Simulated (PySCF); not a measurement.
Electron correlation in Eu (europium, neutral)

[Xe] 4f7 5d2, high-spin 10F determinant (an excited configuration). Calculation: PySCF 2.14, in cc-pVDZ-X2C (8s7p5d3f1g, 84 functions); scalar relativity by spin-free X2C-1e. Frozen: [Kr] 4d10; 17 electrons correlated.

| level | correlation energy (mhartree) |
| --- | --- |
| CCSD | -445.12 |
| (T) | -14.68 |
| CCSD(T) | -459.80 |

Diagnostics: T1 = 0.016, D1 = 0.0374, largest double amplitude 0.041.

Is a single reference adequate?

Yes, within this model without spin-orbit coupling: T1 lies below 0.03 and no double amplitude reaches 0.07.
